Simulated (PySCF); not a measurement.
B(Cl)(OH)(NH2) (BClH₃NO), SMILES NB(O)Cl.

The structure is a stationary point at B3LYP-D3(BJ)/def2-SVP. One conformer was computed; it need not be the lowest.

Calculation: TDDFT-ωB97X/def2-SVPD (PySCF).

Vertical excitations.  State labels are in the subgroup Cs.

Task: List the lowest excited states. (An estimate is asked for; the answer gives what the named calculation found.)

Result: 
```csv
state,symmetry,energy (eV),λ (nm),f,main pairs
S1,A",7.56,164,0.014,HOMO→LUMO 79 %
S2,A',8.67,143,0.043,HOMO−1→LUMO 76 %
S3,A",8.72,142,0.008,HOMO−2→LUMO 75 %
S4,A',8.81,141,0.314,HOMO→LUMO+3 83 %
S5,A",8.98,138,0.035,"HOMO→LUMO+4 51 %, HOMO→LUMO+1 26 %"
S6,A",9.04,137,0.004,HOMO−1→LUMO+3 75 %
S7,A",9.06,137,0.030,"HOMO→LUMO+1 19 %, HOMO→LUMO+2 16 %, HOMO−1→LUMO+3 16 %, HOMO→LUMO+4 14 %"
S8,A',9.62,129,0.050,"HOMO−1→LUMO+2 30 %, HOMO−2→LUMO+3 24 %, HOMO−1→LUMO+1 22 %"
S9,A",9.65,128,0.003,"HOMO−2→LUMO+2 20 %, HOMO−2→LUMO+1 18 %, HOMO→LUMO+1 15 %, HOMO→LUMO+2 13 %"
S10,A',9.66,128,0.110,"HOMO−2→LUMO+3 62 %, HOMO−1→LUMO+2 16 %"
T1,A',7.39,168,0,HOMO→LUMO+3 82 %
T2,A",7.39,168,0,HOMO→LUMO 74 %
T3,A",8.55,145,0,HOMO−2→LUMO 63 %
T4,A',8.55,145,0,HOMO−1→LUMO 78 %
```
Triplets are in the Tamm–Dancoff approximation, which puts them higher than full response would, so one can lie above its singlet here.
